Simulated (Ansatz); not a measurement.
Species: C3H10Si, SMILES `CC[SiH2]C` (C–C–Si–C torsion 180°) (charge 0, multiplicity 1).

**Question.** Give a relaxed geometry from Ansatz (a quantum-chemistry and plane-wave program) with PBE0-D3(BJ)/def2-TZVP.

**Answer.** One answer among several that fit: the end point of this relaxation, one of several conformers (outside a Z-matrix the atoms follow the SMILES, hydrogens last).
Z-matrix (Å, degrees):
```
Si
H 1 1.4925
H 1 1.4925 2 107.16
C 1 1.8720 2 109.75 3 -119.12
H 4 1.0922 1 111.04 2 58.76
H 4 1.0928 5 107.96 1 -121.72
H 4 1.0928 5 107.96 6 -116.56
C 1 1.8770 2 109.13 3 118.04
H 8 1.0959 1 108.13 2 178.73
H 8 1.0959 9 105.92 1 115.71
C 8 1.5258 9 110.33 10 119.40
H 11 1.0930 8 111.76 9 -58.35
H 11 1.0931 12 107.49 8 -122.42
H 11 1.0931 12 107.49 13 -115.16
```
